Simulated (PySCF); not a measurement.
# One molecule, several mistakes: AlCClH5Si

These are calculations, not measurements. They come from PySCF 2.14.0, an open-source quantum chemistry program, on an isolated molecule that a program drew, which may never have been made. The molecule is AlCClH5Si (charge 0, doublet), drawn as the SMILES string `[AlH2][CH2][SiH]Cl`.

Each row is a Hartree-Fock (HF) and frozen-core CCSD(T) single point in the cc-pV(D+d)Z basis, meant for a local HF minimum. Run 1 is clean. Each other run has one planted mistake out of seven kinds, and not every kind appears here: one electron removed, one electron added, multiplicity raised by two, geometry at a saddle point, minimal basis STO-3G, one bond length entered in bohr, all coordinates scaled. The reference is restricted for singlets and unrestricted otherwise, and also for a bond in bohr. Adding or removing an electron swaps singlet and doublet. Electrons count all cores. HOMO and LUMO are orbital energies over both spins, the gradient is its largest component, and the lowest frequency (negative if imaginary) is given only where the gradient is small. Bond lengths are over the 8 bonds as drawn. T1 is the CCSD diagnostic: over 0.02 (restricted) or 0.045 (unrestricted) a single reference is doubtful.

Geometry of the clean run:
```xyz
9
AlCClH5Si, angstrom
Al    0.7456   -0.2300   -0.4874
C     2.6867   -0.4517   -0.8897
Si    2.9472    0.3106   -2.5629
Cl    1.2361    1.5653   -2.8291
H     0.3071    0.8150    0.6096
H    -0.2789   -1.2443   -1.1303
H     3.2784    0.0726   -0.1322
H     3.0048   -1.4997   -0.9144
H     2.8820   -0.6551   -3.6823
```

```
run  electrons  basis functions  <S^2>  HOMO (eV)  LUMO (eV)  gradient (hartree/bohr)  lowest frequency (cm^-1)  mean bond (Å)  longest bond (Å)      T1  HF (hartree)  CCSD(T) (hartree)                          mistake
  1         55              108  0.754      -9.17       0.98                  1.0e-05                        48         1.6020             2.139  0.0127   -1031.15845        -1031.65691                         no fault
  2         55              108  1.532      -7.96       0.89                  9.4e-03                         -         1.7774             2.981  0.0497   -1031.05748        -1031.54812  one bond length entered in bohr
  3         54              108  0.000     -15.59      -7.08                  8.4e-02                         -         1.6020             2.139  0.0199   -1030.85737        -1031.36141             one electron removed
  4         55              108  3.766      -4.27      -2.79                  8.6e-02                         -         1.6020             2.139  0.0404   -1030.94380        -1031.43904       multiplicity raised by two
  5         55               37  0.751      -6.83       4.85                  3.2e-02                         -         1.6020             2.139  0.0082   -1019.54403        -1019.70199                                ?
```

**Which mistake was planted in run 5, and what did it cost?**

It has 37 basis functions where the clean run has 108, with the same electrons and geometry. So the mistake is: minimal basis STO-3G. Subtracting run 1 and multiplying by 627.51 kcal/mol a hartree, the energy moved by 7288.2 kcal/mol in HF and 7501.8 kcal/mol in CCSD(T).

Cautions from the logs. Run 2: T1 is over the limit, so its CCSD(T) energy is less reliable.
